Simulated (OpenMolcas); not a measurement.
Cr³⁺: the spin-orbit constant, worked from levels

| Item | Value |
| --- | --- |
| Program | OpenMolcas |
| Basis | ANO-L-VTZP [6s5p3d2f1g] |
| Scalar Hamiltonian | non-relativistic, point nucleus |
| Active space | 3 electrons in 5 orbitals (3d) |
| State averaging | 2S+1 = 4 even, 10 roots; 2S+1 = 2 even, 40 roots |
| Spin-orbit coupling | RASSI with atomic mean-field integrals over the reference wave functions, term energies averaged over their components |

Methods: CASSCF; MS-CASPT2, IPEA 0.25 Eh, imaginary shift 0.1 Eh (closed shells correlated: 3s 3p). Measured levels: Sugar and Corliss, J. Phys. Chem. Ref. Data 6, 317 (1977).

**The spin-orbit constant.** For the Hund term 4F of d3, E(J) = (A/2) J(J+1) + constant and ζ = 2S·A = 3A. From J = 3/2 to J = 9/2 the energy changes by 10.5 A.

```json
{"Source": "CASSCF", "E(9/2) - E(3/2)": "1077.2", "A": "102.6", "ζ": "308"}
{"Source": "MS-CASPT2", "E(9/2) - E(3/2)": "1078.4", "A": "102.7", "ζ": "308"}
{"Source": "measured", "E(9/2) - E(3/2)": "945.6", "A": "90.1", "ζ": "270"}
```

All in cm-1. MS-CASPT2 is off by +14.0 % and CASSCF by +13.9 %. Both methods take the spin-orbit matrix elements from the reference wave functions, so the second can move ζ only through the term energies and any multistate remixing. Second-order mixing with other terms is absorbed into this ζ.

Term energies are means over components that CASPT2 splits; among the terms shown or strongly mixed into the levels shown the widest spread is 1100 cm-1 (3d3 4F, MS-CASPT2). Without dynamic correlation excited terms often stand tens of per cent too high (terms of higher spin than the ground term too low), and those without a measured partner can miss by more than the paired ones (holds for CASSCF). Computed and measured levels are paired by configuration, term and J; levels that our copy of the source lacks, or whose pairing is in doubt (as where it misses far off the trend of its configuration), stay unpaired and out of the deviations. Only configurations of the active space appear.
